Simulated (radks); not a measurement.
Results of a calculation; reference values are marked as such.
Question: All-electron atom: Gd+ in [Xe] 4f7 5d1 6s1. Level of theory: scalar-relativistic Kohn-Sham, BLYP, spin-polarised, spherical densities, finite nucleus; open shells are filled with parallel spins first (spin-orbit coupling, left out, can overturn this in heavy ions); Fermi nuclear charge, rms radius 5.1569 fm (a radial shooting solver on a logarithmic mesh with Libxc functionals). Some entries of the table are withheld. Estimate them.

orbital  occ.  eigenvalue (hartree)  <r> (bohr)
1s up       1             -1841.371     0.02191
1s down     1             -1841.371     0.02191
2s up       1             -304.2019     0.09328
2s down     1             -304.1985     0.09328
2p up       3             -270.7688     0.08236
2p down     3             -270.7663     0.08236
3s up       1             -67.61445      0.2445
3s down     1             -67.51852      0.2443
3p up       3             -57.25511      0.2431
3p down     3             -57.15963      0.2429
3d up       5             -43.55782      0.2213
3d down     5             -43.48384      0.2210
4s up       1             -13.85933      0.5529
4s down     1             -13.63229      0.5530
4p up       3             -10.44385      0.5852
4p down     3             -10.21932      0.5855
4d up       5              -5.71766      0.6359
4d down     5              -5.49706      0.6372
5s up       1              -2.09265       1.326
5s down     1              -1.97162       1.345
5p up       3                   (1)       1.551
5p down     3                   (2)       1.581
4f up       7                   (3)      0.8533
4f down     0                   (4)      0.9010
6s up       1              -0.35533       3.589
5d up       1                   (5)       2.533
5d down     0                   (6)       2.657

Answer: 
(1) 5p up eigenvalue (hartree): -1.25761
(2) 5p down eigenvalue (hartree): -1.16155
(3) 4f up eigenvalue (hartree): -0.60627
(4) 4f down eigenvalue (hartree): -0.41030
(5) 5d up eigenvalue (hartree): -0.32352
(6) 5d down eigenvalue (hartree): -0.26883
